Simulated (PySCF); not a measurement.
C₇H₈NPS.
Geometry (PBE0-D3(BJ)/def2-SVP, Å), atoms numbered from 1 in this order:
```
atom  x, y, z in Å
C1     1.6993    2.7705    0.6020
C2     1.5723    1.6199    0.2284
C3     1.4949    0.2729   -0.2087
P4     2.9782   -0.5191   -0.8141
C5     2.2433   -2.0421   -0.9747
S6     0.5840   -2.1781   -0.5859
C7     0.3506   -0.5206   -0.0980
N8    -0.8998   -0.1481    0.3265
C9    -1.4641    1.1123   -0.1091
C10   -1.8713   -1.1775    0.5973
H11    1.8094    3.7839    0.9394
H12    2.7442   -2.9591   -1.2915
H13   -0.6842    1.8744   -0.2079
H14   -2.1907    1.4653    0.6377
H15   -1.9845    1.0066   -1.0810
H16   -2.7094   -0.7416    1.1593
H17   -1.4274   -1.9753    1.2109
H18   -2.2804   -1.6356   -0.3268
```

All values: PBE0/pcSseg-1 (PySCF, non-relativistic), on one gas-phase PBE0-D3(BJ)/def2-SVP geometry that isn't relaxed in the solvent. The solvent is an IEF-PCM continuum (Bondi radii, 1.10 Å for H, scaled by 1.2). Only the electrostatic response of the medium enters.

Gas phase at PBE0/pcSseg-1: HOMO -5.87 eV, LUMO -1.12 eV, dipole 3.38 D.

Problem. What does the continuum do to the energy, the frontier levels and the dipole at PBE0/pcSseg-1 in cyclohexane and dichloromethane?

Solution. 
| solvent | ε | E(solvent) − E(gas) (kcal/mol) | polarisation term (kcal/mol) | distortion of the solute (kcal/mol) | HOMO (eV) | LUMO (eV) | dipole (D) |
| --- | --- | --- | --- | --- | --- | --- | --- |
| cyclohexane | 2.017 | -2.24 | -2.40 | 0.16 | -5.86 | -1.16 | 3.89 |
| dichloromethane | 8.93 | -5.08 | -5.98 | 0.90 | -5.90 | -1.26 | 4.56 |

Polarisation term: ½ Σ q·V over the induced surface charges. Distortion: the rise of the solute's own energy as its density leaves the gas-phase optimum. From cyclohexane to dichloromethane the lowering changes by a factor 2.27, Onsager's factor (ε − 1)/(2ε + 1) by 2.08 and ε itself by 4.4.

Problem. Which radius a makes the point-dipole formula ΔE = −[(ε − 1)/(2ε + 1)]·μ²/a³ give the value in dichloromethane, with the gas-phase dipole?

Solution. μ = 1.329 au and |ΔE| = 0.00809 Eh give a = 2.39 Å; the farthest nucleus lies 4.30 Å from the centroid of the nuclei, so such a sphere wouldn't even hold the nuclei. The formula assumes a rigid point dipole at the centre of a sphere.

Problem. Give the dipole vector in the frame of the coordinates (D, pointing from negative to positive charge), gas and dichloromethane.

Solution. Gas (-3.33, -0.47, 0.36), solvent (-4.45, -0.91, 0.40). Its length changes by +35 % and its direction by 4°.

Problem. Which Hirshfeld charges (PBE0/pcSseg-1) respond most in cyclohexane (means over atoms taken as equivalent)?

Solution. 
```
atoms                  environment  gas (e)  solvent (e)  change
   P4     phosphorus bonded to 2 C   +0.075       +0.060  -0.015
   C2                alkyne carbon   -0.055       -0.061  -0.006
   C3  substituted aromatic carbon   -0.104       -0.109  -0.005
  H11              alkyne hydrogen   +0.092       +0.097  +0.005
  H12            aromatic hydrogen   +0.050       +0.054  +0.004
   C1       terminal alkyne carbon   -0.118       -0.122  -0.004
```

Problem. Which Mayer bond orders change most in cyclohexane?

Solution. 
```tsv
bond	length (Å)	gas	solvent	change
C7–N8	1.372	1.068	1.079	+0.011
C1–C2	1.216	2.341	2.335	-0.006
N8–C10	1.441	0.976	0.971	-0.005
C7–C3	1.397	1.424	1.419	-0.005
C3–P4	1.787	1.104	1.101	-0.003
S6–C7	1.744	1.147	1.144	-0.003
C1–H11	1.074	1.134	1.137	+0.003
N8–C9	1.448	0.952	0.949	-0.003
```
